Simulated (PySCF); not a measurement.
NMR data sheet: C6H9BN2

| Property | Result |
| --- | --- |
| Formula | C6H9BN2 |
| SMILES | CC#[N+][BH2-]n1cccc1 |
| InChI | InChI=1S/C6H9BN2/c1-2-8-7-9-5-3-4-6-9/h3-6H,7H2,1H3 |
| Point group of the computed structure | C1 |
| Carbon signals | 4 |
| Proton signals | 4 |

Bonds (- single, = double, # triple, : aromatic): C1-C2, C2#N3, N3-B4, B4-N5, N5:C6, C6:C7, C7:C8, C8:C9, C9:N5. C1 carries H10, H11, H12; B4 carries H13, H14; C6 carries H15; C7 carries H16; C8 carries H17; C9 carries H18. Formal charges: N3 +1, B4 -1.

Computed data (PySCF 2.14.0 with density-fitted response routines): σ from GIAO-PBE0/pcSseg-1, geometry from PBE0-D3(BJ)/def2-SVP. Non-relativistic, no solvent model, a single conformation, one averaged value for each set of equivalent atoms.

Shifts are taken against calculated references (same method and geometry level): ¹H (σref 31.27) and ¹³C (σref 184.41) vs TMS; BF3·OEt2 for ¹¹B (σref 100.73); NH3 for ¹⁵N (σref 265.67).

```tsv
carbon	δC, type	δH (multiplicity)	HMBC from (2–3 bonds)	span of the C tensor (ppm)
C1	1.6, CH3	2.14 (s)	–	25
C2	120.0, C	–	H13/H14, H10/H11/H12	268
C6/C9	129.2, CH	6.66 (m)	H15/H18, H16/H17, H13/H14	149
C7/C8	114.6, CH	6.22 (m)	H15/H18, H16/H17	170
```

Other nuclei:
| atoms | nucleus | environment | δ (ppm) | σ (ppm) |
| --- | --- | --- | --- | --- |
| H13/H14 | ¹H | hydrogen on a boron bonded to 2 N | 3.44 | 27.83 |
| B4 | ¹¹B | boron bonded to 2 N, 2 H | -17.8 | 118.5 |
| N3 | ¹⁵N | donor nitrogen of a Lewis adduct | 235.1 | 30.6 |
| N5 | ¹⁵N | pyrrole-type ring nitrogen | 198.0 | 67.7 |

1. δC 129.2: aromatic CH next to a ring nitrogen.
2. δC 120.0: nitrilium-type carbon.
3. δC 114.6: aromatic CH.
4. δC 1.6: methyl carbon α to a nitrile; a saturated carbon with 1 carbon neighbour and no heteroatom attached.
5. δH 6.22: hydrogen on an aromatic CH; ring-current deshielding.

Hydrogens on boron are broadened and split by ¹¹B (spin 3/2, 80 %) and 10B (spin 3). Shifts are as computed. Against solution values, carbons near 30 ppm lie about +2 ppm off and those near 130 ppm about +5 ppm. Of 1211 compounds with measured shifts, 218 miss one by over three times the rms of a fit or turn the order of signals round; such compounds aren't used in these exercises. Experimental scales use liquid or dissolved standards, which lie at an offset from isolated NH3 (liquid NH3: subtract about 20 ppm). Unscaled 15N shifts of sp2 nitrogen come out 20 to 40 ppm too high even then. Multiplicities follow the n + 1 count of equivalent neighbours, as no J values were calculated; m marks all less simple cases, F and P coupling included.
